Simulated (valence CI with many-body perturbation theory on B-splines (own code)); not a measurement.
**Lu in brief**

Method: relativistic CI+MBPT: three valence electrons over a frozen Dirac-Fock core [Xe] 4f14, a basis of 7 s, 7 p, 8 d, 6 f, 4 g, 1 h functions for each j, with the one-electron correlation potential Σ1 (screened to all orders), the two-electron term Σ2, the three-electron term Σ3, Breit, model QED; selected single and double excitations, second order for the rest, scaled by the run's own slope (own B-spline code, finite nucleus).

Set against measurement, 30 paired levels are off by 555 cm⁻¹ on average, the worst by 992. These come from a selection out of the NIST Handbook of Basic Atomic Spectroscopic Data. Levels without a partner in it may be off by more, other configurations by 1,000 to 4,000 cm⁻¹. 1 measured level below the end of the list, from 25861 cm⁻¹ on, found no clear computed partner, and computed levels of the same name lie up to 3707 cm⁻¹ from them.

Rates and lifetimes use the calculated energies. Strong lines usually hold to 10 to 20 %, long lifetimes can be off by a factor of two.

Problem. What is the ground level?

Solution. 5d 6s2 2D_3/2, composition 90 % 5d 6s2 2D + 3 % 5d 6p2 2D + 2 % 5d2 6s 2D, g = 0.799.

Problem. Where does the other parity begin?

Solution. At 6s2 6p 2P°_1/2, 4416 cm⁻¹.

Problem. How is the term 2D of the ground level split?

Solution. J = 3/2 at 0.0, J = 5/2 at 1895 cm⁻¹.

Problem. Name the longest-lived excited levels whose lifetime is computed, and their main decay.

Solution. 5d 6s2 2D_5/2 at 1895 cm⁻¹ lives 13.6 s, mostly by M1 to 5d 6s2 2D_3/2.

Problem. How well does LS coupling describe the low levels?

Solution. Among the lowest 20 levels the leading LS term, summed over configurations, holds 92 % on average. For single configurations the figures are 84 % in LS and 67 % in jj coupling. Terms mix most in the J = 5/2 level at 22153 cm⁻¹, where the leading one holds 67 %.
